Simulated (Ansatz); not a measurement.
Steps of a relaxation of C2H8Ge, SMILES `C[CH2][GeH3]` with RKS PBE-D4/def2-SVP.

```sh
$ ansatz run in.yaml --threads 2 --pin off --events-out ev --progress --plain --max-ram 20480MiB --backend cpu
```

```yaml
crystal:
  periodic: [false, false, false]
  atoms:
    - {symbol: C, position_ang: [-0.727300, 1.086700, -0.329300]}
    - {symbol: C, position_ang: [-0.456300, -0.347800, -0.515400]}
    - {symbol: Ge, position_ang: [0.984500, -0.860000, 0.642800]}
    - {symbol: H, position_ang: [0.184000, 1.761200, -0.602000]}
    - {symbol: H, position_ang: [-1.611800, 1.403300, -1.031500]}
    - {symbol: H, position_ang: [-1.076400, 1.353300, 0.706900]}
    - {symbol: H, position_ang: [-0.136000, -0.541200, -1.563800]}
    - {symbol: H, position_ang: [-1.307200, -0.938200, -0.271400]}
    - {symbol: H, position_ang: [0.620200, -0.584200, 2.173100]}
    - {symbol: H, position_ang: [2.275600, -0.022800, 0.329200]}
    - {symbol: H, position_ang: [1.315900, -2.367300, 0.481800]}
basis:
  gaussian: {orbitals: def2-SVP}
hamiltonian: {xc: pbe, dispersion: d4}
relax: {f_tol: 0.03, max_steps: 200}
```

Positions (Å) and forces (eV/Å) along the path, 5 of 5 steps:

```xyz
11
step=1 energy=-58701.7760 eV
C    -0.727    1.087   -0.329   -1.100    2.997   -1.046
C    -0.456   -0.348   -0.515    1.353   -0.087   -0.754
Ge    0.985   -0.860    0.643    0.939   -0.376    1.107
H     0.184    1.761   -0.602   -1.227   -0.809    0.424
H    -1.612    1.403   -1.032    1.229   -0.122    0.906
H    -1.076    1.353    0.707    0.312   -0.093   -0.374
H    -0.136   -0.541   -1.564   -0.166   -0.220    0.111
H    -1.307   -0.938   -0.271   -1.273   -1.012    0.163
H     0.620   -0.584    2.173    0.075   -0.097   -0.591
H     2.276   -0.023    0.329   -0.215   -0.117    0.004
H     1.316   -2.367    0.482    0.074   -0.064    0.049
11
step=2 energy=-58702.0295 eV
C    -0.780    1.142   -0.362   -0.185    1.112   -0.195
C    -0.436   -0.325   -0.494    0.234   -0.145   -0.432
Ge    1.029   -0.916    0.663    0.263    0.082    0.346
H     0.089    1.811   -0.611   -0.286   -0.299    0.109
H    -1.618    1.467   -1.048    0.409   -0.297    0.309
H    -1.102    1.420    0.668    0.059   -0.095   -0.091
H    -0.126   -0.559   -1.535   -0.095   -0.055   -0.007
H    -1.305   -0.953   -0.264   -0.374   -0.298    0.024
H     0.635   -0.642    2.145    0.049   -0.023   -0.013
H     2.299   -0.078    0.335    0.008   -0.032    0.022
H     1.381   -2.424    0.523   -0.082    0.048   -0.071
11
step=3 energy=-58702.0586 eV
C    -0.779    1.149   -0.365   -0.050    0.165    0.059
C    -0.440   -0.333   -0.510   -0.019   -0.052    0.009
Ge    1.035   -0.892    0.681    0.014   -0.071   -0.056
H     0.084    1.801   -0.605    0.100   -0.002   -0.026
H    -1.603    1.461   -1.036   -0.092   -0.029   -0.064
H    -1.090    1.411    0.669   -0.011   -0.053    0.012
H    -0.145   -0.574   -1.554    0.023   -0.001    0.025
H    -1.322   -0.971   -0.284    0.048    0.027    0.014
H     0.657   -0.634    2.164   -0.021    0.010    0.025
H     2.315   -0.072    0.358    0.002    0.005   -0.004
H     1.352   -2.403    0.502    0.005    0.001    0.006
11
step=4 energy=-58702.0606 eV
C    -0.782    1.157   -0.366   -0.006    0.075    0.024
C    -0.437   -0.327   -0.506   -0.008   -0.036   -0.001
Ge    1.038   -0.898    0.680   -0.004    0.000   -0.014
H     0.083    1.807   -0.609    0.020   -0.012   -0.008
H    -1.611    1.456   -1.042   -0.020   -0.022   -0.017
H    -1.097    1.414    0.667   -0.003   -0.021    0.000
H    -0.140   -0.572   -1.547    0.004    0.003    0.001
H    -1.317   -0.967   -0.276    0.015    0.013    0.004
H     0.655   -0.639    2.163    0.001   -0.001    0.010
H     2.319   -0.079    0.357    0.006   -0.002    0.004
H     1.353   -2.409    0.500   -0.005    0.004   -0.002
11
step=5 energy=-58702.0609 eV
C    -0.786    1.161   -0.368   -0.009    0.009   -0.005
C    -0.434   -0.323   -0.502    0.000    0.012    0.003
Ge    1.041   -0.899    0.682   -0.003    0.001   -0.004
H     0.078    1.814   -0.615    0.002   -0.008    0.002
H    -1.616    1.448   -1.048    0.002   -0.001    0.002
H    -1.104    1.418    0.663    0.005   -0.007   -0.001
H    -0.136   -0.569   -1.543   -0.001   -0.003    0.001
H    -1.312   -0.963   -0.271    0.003   -0.001   -0.001
H     0.663   -0.646    2.168   -0.001   -0.001   -0.001
H     2.328   -0.087    0.363    0.000   -0.001    0.000
H     1.344   -2.410    0.492    0.002    0.002    0.003
```

Run time 6.5 s (2 threads of an AMD EPYC 7R13 on a shared host); peak host memory 0.17 GiB.
